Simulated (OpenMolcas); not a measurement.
Systems:
- [CoCl2], a model complex in vacuum: linear, Co–Cl 2.14 Å; shape imposed, not necessarily the one it adopts

Method: state-averaged CASSCF on the open d shell with SC-NEVPT2, ANO basis sets as named, scalar-relativistic DKH2, RICD, in OpenMolcas. State energies are spin-free and vertical. Orbital splittings and repulsion parameters are fits to the integrals of the highest spin's CASSCF orbitals. Times are rough, from shared cores.

```json
[
 {"case": "ANO-RCC-VDZP", "ground state": "quartet (2-fold)", "first state of the same spin (cm⁻¹)": "quartet (2-fold) 856", "first state of another spin (cm⁻¹)": "doublet (2-fold) 14410", "Racah B (cm⁻¹)": "1170", "basis functions": "70", "relative time": "1"},
 {"case": "ANO-RCC-MB", "ground state": "quartet (2-fold)", "first state of the same spin (cm⁻¹)": "quartet (2-fold) 1290", "first state of another spin (cm⁻¹)": "doublet (non-degenerate) 15420", "Racah B (cm⁻¹)": "1103", "basis functions": "36", "relative time": "1"},
 {"case": "ANO-RCC-VDZ", "ground state": "quartet (2-fold)", "first state of the same spin (cm⁻¹)": "quartet (2-fold) 753", "first state of another spin (cm⁻¹)": "doublet (non-degenerate) 14740", "Racah B (cm⁻¹)": "1170", "basis functions": "53", "relative time": "1"},
 {"case": "ANO-RCC-VTZP", "ground state": "quartet (2-fold)", "first state of the same spin (cm⁻¹)": "quartet (2-fold) 579", "first state of another spin (cm⁻¹)": "doublet (2-fold) 14070", "Racah B (cm⁻¹)": "1172", "basis functions": "127", "relative time": "3"}
]
```

Ligand-to-metal charge-transfer configurations lie outside the minimal active space. The geometry is a model, so the numbers describe that model and not a measured compound. Gaps under about 300 cm⁻¹ between spin-free states are not resolved by the perturbation step.
